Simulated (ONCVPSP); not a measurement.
u(r) = r·R(r): atom against pseudo-atom (Ag (Z = 47))

Columns: radius, all-electron u(r) and pseudo u(r) of the 4s shell (level -103.18 eV) of silver in the configuration [Ar] 3d10 4s2 4p6 4d10; PBEsol, scalar-relativistic, ONCV scheme, ONCVPSP 4.0.1.

| r (bohr) | all-electron | pseudo |
| --- | --- | --- |
| 0.085 | 0.4373 | 0.1674 |
| 0.170 | -0.1283 | 0.3322 |
| 0.255 | -0.6555 | 0.4916 |
| 0.340 | -0.5442 | 0.6415 |
| 0.425 | -0.0829 | 0.7772 |
| 0.510 | 0.4252 | 0.8935 |
| 0.595 | 0.8285 | 0.9847 |
| 0.680 | 1.0847 | 1.0466 |
| 0.765 | 1.2045 | 1.0759 |
| 0.850 | 1.2207 | 1.0726 |
| 0.935 | 1.1666 | 1.0384 |
| 1.020 | 1.0715 | 0.9780 |
| 1.105 | 0.9565 | 0.8977 |
| 1.190 | 0.8362 | 0.8046 |
| 1.275 | 0.7196 | 0.7057 |
| 1.360 | 0.6118 | 0.6073 |
| 1.445 | 0.5152 | 0.5143 |
| 1.530 | 0.4306 | 0.4305 |
| 1.615 | 0.3576 | 0.3576 |
| 1.700 | 0.2955 | 0.2955 |
| 1.785 | 0.2432 | 0.2432 |
| 1.870 | 0.1995 | 0.1994 |
| 1.955 | 0.1631 | 0.1631 |
| 2.040 | 0.1330 | 0.1330 |
| 2.125 | 0.1083 | 0.1082 |
| 2.210 | 0.0879 | 0.0879 |

Question: How many radial nodes do the two functions have?

Answer: The all-electron 4s function has n − l − 1 = 3 (the table is too coarse to show those close to the nucleus); the pseudo-wave has 0, since the states of the same l below it are removed with the core.

Question: At about which radius was the pseudo-wave matched?

Answer: 1.55 bohr, where the columns begin to agree (steps of 0.09 bohr).

Question: Where does each function peak?

Answer: Outermost all-electron maximum near 0.85 bohr, pseudo maximum near 0.77 bohr (to the table’s step).

Question: Is the pseudo-wave norm-conserving?

Answer: Yes: the ONCV scheme keeps the norm inside the radius equal to the all-electron one, which fixes the energy derivative of the logarithmic derivative at the level.
